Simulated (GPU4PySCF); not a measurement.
Sb(iPr)3 (C₉H₂₁Sb), SMILES C[CH](C)[Sb]([CH](C)C)[CH](C)C.

The structure is a stationary point at B3LYP-D3(BJ)/def2-TZVP. The isomer is the one that the SMILES or the coordinates give; other isomers of the formula were not compared. The def2 effective core potentials stand for the cores of Sb; spin–orbit coupling is left out. One conformer was computed; it need not be the lowest.

All values below come from GPU4PySCF with r2SCAN/def2-TZVPD.

```yaml
total_energy: -595.83812 hartree
highest_occupied_level: -5.23 eV
lowest_empty_level: -0.35 eV
orbital_gap: 4.87 eV
dipole_moment: 0.90 D
quadrupole, principal values (traceless, Buckingham form, about the centre of nuclear charge): -4.83, 1.34, 3.49 D·Å
mean_static_polarisability: 162.8 bohr³ (24.13 Å³)
polarisability_principal_values: 149.0, 161.0, 178.5 bohr³
```
